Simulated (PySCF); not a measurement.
PySCF input (PBE/pcSseg-1):

```python
import numpy as np, basis_set_exchange as bse
from pyscf import gto, scf, dft, df
from pyscf.prop.nmr import rks as nmr

basis = {'C': gto.basis.parse(bse.get_basis('pcSseg-1', elements=['C'], fmt='nwchem')), 'Cl': gto.basis.parse(bse.get_basis('pcSseg-1', elements=['Cl'], fmt='nwchem')), 'F': gto.basis.parse(bse.get_basis('pcSseg-1', elements=['F'], fmt='nwchem'))}
mol = gto.M(
    atom='''
    F    -1.46765236   -0.29091169    0.03213502
    C    -0.59791644    0.67053518   -0.01923397
    Cl    0.98802176   -0.08264740   -0.01022420
    ''',
    basis=basis,
    charge=0,
    verbose=4,
    max_memory=8640,
)
mf = dft.RKS(mol, xc='pbe')
mf.grids.level = 3
mf.conv_tol = 1e-9
mf.max_cycle = 100
print('smallest overlap eigenvalue', np.linalg.eigvalsh(mol.intor('int1e_ovlp'))[0])
mf.kernel()
dip = mf.dip_moment()
n = nmr.NMR(mf)
n.verbose = 2
n.max_cycle_cphf = 60
sigma = n.kernel()
for i, x in enumerate(sigma):
    print(mol.atom_symbol(i), i + 1, round(x.trace() / 3, 3))
```

Output:

```
PySCF version 2.14.0

[INPUT] verbose = 4
[INPUT] num. atoms = 3
[INPUT] num. electrons = 32
[INPUT] charge = 0
[INPUT] spin (= nelec alpha-beta = 2S) = 0
[INPUT] symmetry False subgroup None
[INPUT] Mole.unit = angstrom
[INPUT] Symbol           X                Y                Z      unit          X                Y                Z       unit  Magmom
[INPUT]  1 F     -1.467652360000  -0.290911690000   0.032135020000 AA   -2.773461006472  -0.549743420534   0.060726386807 Bohr   0.0
[INPUT]  2 C     -0.597916440000   0.670535180000  -0.019233970000 AA   -1.129898316975   1.267127847086  -0.036346935588 Bohr   0.0
[INPUT]  3 Cl     0.988021760000  -0.082647400000  -0.010224200000 AA    1.867090531511  -0.156180950907  -0.019320937843 Bohr   0.0

nuclear repulsion = 85.6142223309716
number of shells = 24
number of NR pGTOs = 100
number of NR cGTOs = 58
basis = {'C': [[0, [1243.2, 0.00603366], [187.145, 0.0449576], [42.5126, 0.197901], [11.7393, 0.5], [3.50548, 0.480364]], [0, [5.39089, -0.070398], [0.493341, 0.5]], [0, [0.149741, 1.0]], [1, [59.6736, 0.00629939], [9.18056, 0.0924897], [1.93658, 0.5]], [1, [0.526296, 1.0]], [1, [0.136319, 1.0]], [2, [0.8, 1.0]]], 'Cl': [[0, [56099.4, 0.000739546], [8415.87, 0.00571202], [1915.47, 0.0292323], [541.853, 0.112459], [175.685, 0.314046], [62.7047, 0.5], [23.4082, 0.301981]], [0, [52.2083, -0.0898067], [5.65919, 0.57366], [2.24102, 0.5]], [0, [0.456248, 1.0]], [0, [0.159554, 1.0]], [1, [2827.26, 0.000330198], [434.964, 0.00633287], [102.165, 0.0510518], [32.1545, 0.210174], [11.6187, 0.5]], [1, [4.41005, 1.0]], [1, [1.68514, 1.0]], [1, [0.537066, 1.0]], [1, [0.15477, 1.0]], [2, [0.6, 1.0]]], 'F': [[0, [2931.55, 0.00579504], [441.125, 0.0433238], [100.232, 0.193739], [27.8655, 0.5], [8.4447, 0.48642]], [0, [13.6123, -0.0719785], [1.26122, 0.5]], [0, [0.3708, 1.0]], [1, [142.548, 0.00627833], [21.9305, 0.095166], [4.78552, 0.5]], [1, [1.28378, 1.0]], [1, [0.311558, 1.0]], [2, [1.1, 1.0]]]}
ecp = {}
smallest overlap eigenvalue 0.01671221944048981

******** <class 'pyscf.dft.rks.RKS'> ********
method = RKS
initial guess = minao
damping factor = 0
level_shift factor = 0
DIIS = <class 'pyscf.scf.diis.CDIIS'>
diis_start_cycle = 1
diis_space = 8
diis_damp = 0
SCF conv_tol = 1e-09
SCF conv_tol_grad = None
SCF max_cycles = 100
direct_scf = True
direct_scf_tol = 1e-13
XC library pyscf.dft.libxc version 7.1.2
    S. Lehtola, C. Steigemann, M. J. T. Oliveira, and M. A. L. Marques,  SoftwareX 7, 1–5 (2018)
XC functionals = pbe
    J. P. Perdew, K. Burke, and M. Ernzerhof,  Phys. Rev. Lett. 77, 3865 (1996)
    J. P. Perdew, K. Burke, and M. Ernzerhof,  Phys. Rev. Lett. 78, 1396 (1997)
    J. P. Perdew, K. Burke, and M. Ernzerhof,  Phys. Rev. Lett. 77, 3865 (1996)
    J. P. Perdew, K. Burke, and M. Ernzerhof,  Phys. Rev. Lett. 78, 1396 (1997)
radial grids:
    Treutler-Ahlrichs [JCP 102, 346 (1995); DOI:10.1063/1.469408] (M4) radial grids

becke partition: Becke, JCP 88, 2547 (1988); DOI:10.1063/1.454033
pruning grids: <function nwchem_prune>
grids dens level: 3
symmetrized grids: False
atomic radii adjust function: <function treutler_atomic_radii_adjust>
small_rho_cutoff = 0
Set gradient conv threshold to 3.16228e-05
Initial guess from minao.
tot grids = 47264
init E= -597.958982181498
  HOMO = -0.252258670014264  LUMO = -0.121708739942022  gap/eV = 3.55244
cycle= 1 E= -597.650769632985  delta_E= 0.308  |g|= 0.462  |ddm|= 1.71
  HOMO = -0.264833115727441  LUMO = -0.189421895923878  gap/eV = 2.05204
cycle= 2 E= -597.419308128116  delta_E= 0.231  |g|= 1.14  |ddm|= 0.902
  HOMO = -0.231351654019502  LUMO = -0.139913264084331  gap/eV = 2.48817
cycle= 3 E= -597.690238439221  delta_E= -0.271  |g|= 0.113  |ddm|= 0.817
  HOMO = -0.24543354907501  LUMO = -0.151971203894842  gap/eV = 2.54324
cycle= 4 E= -597.691595270587  delta_E= -0.00136  |g|= 0.0987  |ddm|= 0.236
  HOMO = -0.244718837006978  LUMO = -0.149088060328122  gap/eV = 2.60225
cycle= 5 E= -597.693909135706  delta_E= -0.00231  |g|= 0.0144  |ddm|= 0.0859
  HOMO = -0.244053844593815  LUMO = -0.148832567158436  gap/eV = 2.59110
cycle= 6 E= -597.693949071453  delta_E= -3.99e-05  |g|= 0.0022  |ddm|= 0.0101
  HOMO = -0.24382425377603  LUMO = -0.148613117477488  gap/eV = 2.59083
cycle= 7 E= -597.693950392916  delta_E= -1.32e-06  |g|= 0.000224  |ddm|= 0.00267
  HOMO = -0.243835866020966  LUMO = -0.148621302726035  gap/eV = 2.59092
cycle= 8 E= -597.693950401847  delta_E= -8.93e-09  |g|= 4e-05  |ddm|= 0.000213
  HOMO = -0.243832344944405  LUMO = -0.148616353094386  gap/eV = 2.59096
cycle= 9 E= -597.693950402234  delta_E= -3.86e-10  |g|= 1.06e-05  |ddm|= 4.25e-05
  HOMO = -0.243834454003416  LUMO = -0.148618431904648  gap/eV = 2.59096
Extra cycle  E= -597.693950402219  delta_E= 1.44e-11  |g|= 1.38e-05  |ddm|= 2.26e-05
converged SCF energy = -597.693950402219
Dipole moment(X, Y, Z, Debye): -0.01269, -0.85394,  0.03516
F 1 -273.753
C 2 -262.132
Cl 3 -41.985
```
